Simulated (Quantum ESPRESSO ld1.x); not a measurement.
Input (ld1.x (Quantum ESPRESSO 7.5)):

```
 &input
    atom='F',
    iswitch=1,
    rel=1,
    lsd=1,
    dft='PW',
    config='[He] 2s2 2p3 3s0 3p0 3d0',
    verbosity='high',
    prefix='ld1',
    max_out_wfc=37,
    file_charge='ld1.rho',
 /
```

Standard output:

```
     Program LD1 v.7.5 starts

     --------------------------- All-electron run ----------------------------

     scalar relativistic calculation

     atomic number is  9.00
     dft =PW   lsd =1 sic =0 latt =0  beta=0.20 tr2=1.0E-14
     Exchange-correlation= PW
                           (   1   4   0   0   0   0   0)
     mesh =1851 r(mesh) =  99.76081 a.u. xmin = -8.00 dx = 0.00800
     1 Ry =  13.60569312 eV, c = 137.03599908

     n l     nl                  e(Ry)          e(Ha)          e(eV)
     1 0     1S 1( 1.00)     -51.900156037     -25.950078019   -706.1375961
     2 0     2S 1( 1.00)      -5.141278058      -2.570639029    -69.9506515
     2 1     2P 1( 3.00)      -3.792259293      -1.896129647    -51.5963162
     3 0     3S 1( 0.00)      -1.137742902      -0.568871451    -15.4797808
     3 1     3P 1( 0.00)      -0.867375261      -0.433687631    -11.8012416
     3 2     3D 1( 0.00)      -0.560621034      -0.280310517     -7.6276378
     1 0     1S 2( 1.00)     -51.657740301     -25.828870150   -702.8393620
     2 0     2S 2( 1.00)      -4.641603971      -2.320801986    -63.1522392
     2 1     2P 2( 0.00)      -3.265291361      -1.632645680    -44.4265522
     3 0     3S 2( 0.00)      -1.067964343      -0.533982171    -14.5303951
     3 1     3P 2( 0.00)      -0.808118359      -0.404059180    -10.9950104
     3 2     3D 2( 0.00)      -0.531158806      -0.265579403     -7.2267837

     final scf error:  9.5E-15 reached in  21 iterations

     Etot =    -194.496981 Ry,     -97.248490 Ha,   -2646.266236 eV
     Total magnetization:    3.00 Bohr mag.

     Ekin =     194.188333 Ry,      97.094167 Ha,    2642.066870 eV
     Encl =    -446.628735 Ry,    -223.314368 Ha,   -6076.693513 eV
     Eh   =      75.372057 Ry,      37.686028 Ha,    1025.489072 eV
     Exc  =     -17.428635 Ry,      -8.714318 Ha,    -237.128665 eV

     normalization and overlap integrals

     s(1S/1S) =  1.000000  <r> =   0.1774  <r2> =    0.0425  r(max) =   0.1147
     s(1S/2S) = -0.000306
     s(1S/3S) = -0.000110
     s(2S/2S) =  1.000000  <r> =   0.9135  <r2> =    0.9946  r(max) =   0.7340
     s(2S/3S) = -0.000054
     s(2P/2P) =  1.000000  <r> =   0.8802  <r2> =    0.9711  r(max) =   0.6407
     s(2P/3P) = -0.000040
     s(3S/3S) =  1.000000  <r> =   2.8620  <r2> =    9.3883  r(max) =   2.5163
     s(3P/3P) =  1.000000  <r> =   3.2140  <r2> =   11.9899  r(max) =   2.7920
     s(3D/3D) =  1.000000  <r> =   3.7839  <r2> =   16.9678  r(max) =   3.0489
     s(1S/1S) =  1.000000  <r> =   0.1767  <r2> =    0.0421  r(max) =   0.1147
     s(1S/2S) = -0.000296
     s(1S/3S) = -0.000105
     s(2S/2S) =  1.000000  <r> =   0.9428  <r2> =    1.0639  r(max) =   0.7459
     s(2S/3S) = -0.000049
     s(2P/2P) =  1.000000  <r> =   0.9317  <r2> =    1.0990  r(max) =   0.6668
     s(2P/3P) = -0.000037
     s(3S/3S) =  1.000000  <r> =   3.0066  <r2> =   10.3541  r(max) =   2.6400
     s(3P/3P) =  1.000000  <r> =   3.4294  <r2> =   13.6334  r(max) =   3.0005
     s(3D/3D) =  1.000000  <r> =   4.0873  <r2> =   19.6209  r(max) =   3.3561

     ------------------------ End of All-electron run ------------------------
```

Run on one thread of a shared host, so times are rough (Intel(R) Xeon(R) Processor @ 2.60GHz): 0.45 s of CPU time, 0.94 s wall, 21 iterations on 1851 mesh points.
